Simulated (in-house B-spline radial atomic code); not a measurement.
Configurations of Er III (Er2+), with energies counted from [Xe] 4f12. All numbers are computed (scalar-relativistic (X2C) r2SCAN0, spin-polarised, spherical fractional occupations, exact exchange averaged over the configuration; Fermi nucleus of rms radius 5.2516 fm) with a radial B-spline atomic code at the basis-set limit, not measured. Shells without spins written out take the highest spin.

Occupations are held fixed; configurations that lie above the ionisation limit could autoionise.

| configuration | E - E(ref) (eV) | highest orbital | its <r> (bohr) |
| --- | --- | --- | --- |
| [Xe] 4f11 6s1 | 3.4349 | 6s up | 3.19 |
| [Xe] 4f11 5f1 | 15.809 | 5f up | 5.849 |
| [Xe] 4f11 6f1 | 18.498 | 6f up | 10.17 |
| [Kr] 4d10 4f12 5s2 5p5 5f1 | 39.506 | 5f up | 5.859 |
| [Kr] 4d9 4f12 5s2 5p6 6d1 | 181.52 | 6d up | 5.63 |
| [Kr] 4d9 4f12 5s2 5p6 5f1 | 183.31 | 5f up | 5.849 |

(1) Order these further configurations by energy, lowest first.
A. [Kr] 4d9 4f12 5s2 5p6 6f1
B. [Kr] 4d10 4f12 5s2 5p5 6d1
C. [Kr] 4d10 4f12 5s2 5p5 6p1
D. [Kr] 4d9 4f12 5s2 5p6 5d1
E. [Xe] 4f11 6d1

(2) How far above the reference does [Xe] 4f11 6p1 lie?

## Answers

(1) E (14.022 eV), C (32.136 eV), B (37.745 eV), D (171.16 eV), A (186 eV).

(2) 8.3775 eV; its least bound orbital is 6p up with <r> = 3.906 bohr.
